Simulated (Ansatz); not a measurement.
# Which isomer of CH7FN2Si gives these data?

These gas-phase data were calculated for one isomer of CH7FN2Si at PBE0-D3(BJ)/def2-SVP (harmonic, unscaled wavenumbers; equilibrium rotational constants with average atomic masses):

| Quantity | Value |
| --- | --- |
| rotational constants | 3.756, 3.57, 3.233 GHz |
| all wavenumbers above 1500 cm⁻¹ | 3738, 3725, 3634, 3622, 3170, 3161, 3060, 1539, 1531 |

Candidates:

(1) `CN[Si@H](N)F`, a singlet
(2) `C[Si](N)(N)F`, a singlet

Q: Which candidate do the data belong to?

A: Candidate (2). No mode falls between 2000 and 2380 cm⁻¹, where the Si–H stretch of (1) would stand.

The same quantities for all candidates:

|  | rotational constants (GHz) | wavenumbers above 1500 cm⁻¹ | E above the lowest, PBE0-D3(BJ)/def2-SVP (kcal/mol) |
| --- | --- | --- | --- |
| (1) | 6.04, 2.906, 2.179 | 3726, 3650, 3622, 3157, 3085, 3015, 2258, 1534 | 18.0 |
| (2) | 3.756, 3.57, 3.233 | 3738, 3725, 3634, 3622, 3170, 3161, 3060, 1539, 1531 | 0.0 |

Harmonic stretches to hydrogen usually lie a few per cent above observed fundamentals. Each candidate is one conformer. Programs: Ansatz 0.2.0.
